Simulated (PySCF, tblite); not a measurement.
Isomers of C5H2F3O (doublet state), one GFN2-xTB conformer each. Single-point energies are computed at B3LYP/pcH-1 (PySCF, gas phase, no added dispersion term), electronic only. GFN2-xTB treats the open shell by occupation alone, and not every SCF solution was tested for stability.

```tsv
SMILES	GFN2-xTB relative energy (kJ/mol)
O=c1cc1[C@H](F)[C](F)F	104.5
O=C([C]1C=C1)C(F)(F)F	62.1
[CH2]C#CC(=O)C(F)(F)F	0.0
```

Conformers: `[O:1]=[c:2]1[cH:3][c:4]1[C@H:5]([F:6])[C:7]([F:8])[F:9]` (doublet state) with C3–C4–C5–F6 178°, C4–C5–C7–F8 -76°; `[O:1]=[C:2]([C:3]1[CH:4]=[CH:5]1)[C:6]([F:7])([F:8])[F:9]` (doublet state) with O1–C2–C3–C4 180°.

Question: What does B3LYP/pcH-1 give for the same structures?

Answer: 
```json
{"SMILES": "[CH2]C#CC(=O)C(F)(F)F", "B3LYP/pcH-1 E (Eh)": "-566.39958", "B3LYP/pcH-1 (kJ/mol)": "0.0", "GFN2-xTB (kJ/mol)": "0.0", "point group": "Cs"}
{"SMILES": "O=C([C]1C=C1)C(F)(F)F", "B3LYP/pcH-1 E (Eh)": "-566.37129", "B3LYP/pcH-1 (kJ/mol)": "74.3", "GFN2-xTB (kJ/mol)": "62.1", "point group": "Cs"}
{"SMILES": "O=c1cc1[C@H](F)[C](F)F", "B3LYP/pcH-1 E (Eh)": "-566.34062", "B3LYP/pcH-1 (kJ/mol)": "154.8", "GFN2-xTB (kJ/mol)": "104.5", "point group": "C1"}
```

Both levels put the same isomer lowest; measured from each level's own lowest isomer, the values differ by up to 50.3 kJ/mol (O=c1cc1[C@H](F)[C](F)F: 104.5 against 154.8). As drawn, the highest has a three-membered ring, which the lowest lacks.

Question: What happens when harmonic zero-point energies from GFN2-xTB frequencies are added?

Answer: 
```csv
SMILES,ZPE (kJ/mol),electronic (kJ/mol),with ZPE (kJ/mol)
[CH2]C#CC(=O)C(F)(F)F,142.3,0.0,0.0
O=C([C]1C=C1)C(F)(F)F,145.2,74.3,77.1
O=c1cc1[C@H](F)[C](F)F,147.3,154.8,159.8
```

The zero-point energies span 5.0 kJ/mol. The order is unchanged.
